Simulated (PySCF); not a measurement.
# Bond length, frequency and bond energy of PbS by level of theory

State: ¹Σ⁺ (singlet), closed shell. Set-up: basis Pb def2-SVPD with ECP60, S def2-SVPD; scalar-relativistic core potentials; PySCF 2.14. De refers to Pb + S in their high-spin ground configurations, without counterpoise correction. A positive dipole means Pb(−)S(+).

```tsv
Level	Re (Å)	ωe (cm⁻¹)	De (eV)	μ (D)	CPU s a point (SCF and correlation, without the integrals)
RHF	2.298	470	2.01	-5.24	0.074
RHF-MP2	2.341	426	4.35	n/a	0.11
RHF-SCS-MP2	2.342	427	4.18	n/a	n/a
RHF-CCSD	2.333	435	3.84	n/a	n/a
RHF-CCSD(T)	2.356	409	4.17	n/a	1.1
PBE	2.348	416	4.94	-4.18	0.41
PBEsol	2.331	426	5.23	-4.02	0.67
TPSS	2.343	421	4.82	-4.35	0.58
r²SCAN	2.328	434	4.62	-4.31	0.77
PBE0	2.316	443	4.51	-4.45	0.95
HSE06	2.320	440	4.55	-4.41	0.89
B2PLYP	2.347	414	4.51	-4.95	0.43
```

Measured (Huber and Herzberg, Constants of Diatomic Molecules (1979)): Re = 2.286863 Å, ωe = 429.4 cm⁻¹.

The bond length runs from 2.298 Å (RHF) to 2.356 Å (RHF-CCSD(T)). De spans 2.01 eV (RHF, mean field) to 5.23 eV (PBEsol, GGA). Correlation at CCSD(T) changes the Hartree–Fock bond energy by +2.16 eV; the triples alone change it by +0.33 eV.

Correlated steps freeze 9 core orbitals. Correlated levels converge slowly with the basis: in double zeta they bind strong bonds too weakly, by up to about 1 eV, and carry superposition errors of some tenths. These are scalar-relativistic numbers at best; spin–orbit coupling would shift them, the dissociation energy most. Where the molecule has an RHF reference, its open-shell atoms are computed with UHF. B2PLYP dipoles, levels and charges come from its SCF part alone. The CCSD T1 diagnostic is raised, a sign that a single reference may not be enough here.

The whole job (state search and all levels along the bond) took about 1.5 min on 1 thread of Intel Xeon 6975P-C (shared host), peak memory 0.78 GiB.
